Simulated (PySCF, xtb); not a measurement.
CH3BrMgO, SMILES C[O][Mg][Br]. The values are those of a single conformer.

Harmonic wavenumbers (cm⁻¹) from GFN2-xTB (xtb) at its own minimum, in rising order: 8, 18, 100, 103, 278, 658, 1119, 1124, 1205, 1420, 1479, 1484, 2880, 2880, 2901.

Problem. What does PySCF with PBE0-D3(BJ)/def2-SVP give at its own minimum? (An estimate is asked for; the answer gives what the named calculation found.)

Solution. 72, 72, 147, 147, 275, 690, 1188, 1188, 1313, 1475, 1475, 1482, 2977, 3049, 3049. Paired by order, the mean absolute difference is 64 cm⁻¹ and the zero-point energies are 25.2 and 26.6 kcal/mol.
